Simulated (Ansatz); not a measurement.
## Ligand exchange: BrF + C2H10Si2 → SiH3F + C2H7BrSi

Gas-phase species: BrF (bromine fluoride), singlet; C2H10Si2 `CC[SiH2][SiH3]`, singlet; SiH3F `F[SiH3]`, singlet; C2H7BrSi `CC[SiH2]Br`, singlet. The partners trade Br for SiH3: F–Br and Si–SiH3 bonds give way to F–SiH3 and Si–Br.

Shapes, held fixed at every level: PBE0-D4/def2-TZVP. Flexible molecules stand in one conformer, not always the lowest. Programs: Ansatz 0.2.0. The zero-point and thermal change to 298 K, harmonic and unscaled (PBE0-D4/def2-TZVP), is +4.6 kJ/mol.

Estimate ΔH(298 K) of this reaction.

The highest level, CCSD(T)/def2-TZVPP, gives ΔH(298 K) = -463.7 kJ/mol; the levels span -508.5 to -416.6. The column of differences is taken from that level and isn't an error. No measured value is set beside it here. Relativity is left out for Br. Outer-core shells of Br are correlated, in sets that cover them unevenly.

| level | kind | ΔH(298 K) (kJ/mol) | less CCSD(T)/def2-TZVPP |
| --- | --- | --- | --- |
| HF/def2-SVP | Hartree–Fock | -494.4 | -30.7 |
| HF/def2-TZVPP | Hartree–Fock | -508.5 | -44.8 |
| PBE-D4/def2-TZVPP | GGA | -416.6 | +47.1 |
| r2SCAN-D4/def2-TZVPP | meta-GGA | -456.2 | +7.5 |
| PBE0-D4/def2-TZVPP | global hybrid | -443.5 | +20.2 |
| r2SCAN0-D4/def2-TZVPP | global hybrid | -472.4 | -8.7 |
| B2PLYP/def2-TZVPP | double hybrid | -465.6 | -1.9 |
| CCSD(T)/def2-TZVPP | coupled cluster or CI | -463.7 | 0.0 |
